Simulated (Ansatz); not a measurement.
Born–Oppenheimer molecular dynamics of C$_{3}$H$_{7}$FOSi (13 atoms, charge 0, multiplicity 1). It starts from a relaxed structure.

Theory: RHF/STO-3G in Ansatz 0.2.0.

```yaml
ensemble: NVE (velocity Verlet)
time_step: 0.5 fs
steps_asked: 340
starting_velocities_drawn_for: 300 K
masses: H 3.016 u
seed: 688661
```

First frame:

```xyz
13
Properties=species:S:1:pos:R:3
C -1.720 0.428 -0.346
Si 0.084 0.052 -0.152
C 0.486 -1.611 0.638
F 0.114 -1.685 1.979
C 1.319 1.336 -0.182
O 1.131 0.532 -1.392
H -2.223 -0.341 -0.917
H -1.862 1.370 -0.860
H -2.209 0.497 0.617
H 1.562 -1.800 0.552
H -0.015 -2.416 0.087
H 2.292 1.218 0.288
H 1.060 2.385 -0.297
```

Task: How far do the bonds stretch over the last three quarters of this one trajectory? (Pairs bonded in most of those frames.)

Result: 
```json
{"bond": "C1–Si2", "mean (Å)": "1.854", "spread (Å)": "0.017", "shortest": "1.82", "longest": "1.89"}
{"bond": "C1–H7", "mean (Å)": "1.085", "spread (Å)": "0.026", "shortest": "1.04", "longest": "1.13"}
{"bond": "C1–H8", "mean (Å)": "1.082", "spread (Å)": "0.008", "shortest": "1.06", "longest": "1.10"}
{"bond": "C1–H9", "mean (Å)": "1.084", "spread (Å)": "0.020", "shortest": "1.05", "longest": "1.12"}
{"bond": "Si2–C3", "mean (Å)": "1.887", "spread (Å)": "0.028", "shortest": "1.85", "longest": "1.96"}
{"bond": "Si2–C5", "mean (Å)": "1.784", "spread (Å)": "0.011", "shortest": "1.76", "longest": "1.81"}
{"bond": "Si2–O6", "mean (Å)": "1.692", "spread (Å)": "0.012", "shortest": "1.67", "longest": "1.71"}
{"bond": "C3–F4", "mean (Å)": "1.398", "spread (Å)": "0.037", "shortest": "1.34", "longest": "1.45"}
{"bond": "C3–H10", "mean (Å)": "1.097", "spread (Å)": "0.022", "shortest": "1.06", "longest": "1.14"}
{"bond": "C3–H11", "mean (Å)": "1.098", "spread (Å)": "0.028", "shortest": "1.06", "longest": "1.15"}
{"bond": "C5–O6", "mean (Å)": "1.465", "spread (Å)": "0.010", "shortest": "1.44", "longest": "1.49"}
{"bond": "C5–H12", "mean (Å)": "1.088", "spread (Å)": "0.015", "shortest": "1.06", "longest": "1.11"}
{"bond": "C5–H13", "mean (Å)": "1.087", "spread (Å)": "0.010", "shortest": "1.07", "longest": "1.11"}
```

Mean temperature of the second half: 147 K. The conserved energy stayed within 0.14 meV per atom of its start (net change 0.085 meV per atom), so the integration is sound. The temperature averaged 0.49 of the 300 K drawn at the start: a run that starts near a minimum puts about half its kinetic energy into the potential. A run of 0.17 ps of so small a system gives no equilibrium averages. Limits of this set-up: minimal basis.

Run time: 9.2 min on 1 CPU thread of a shared host.
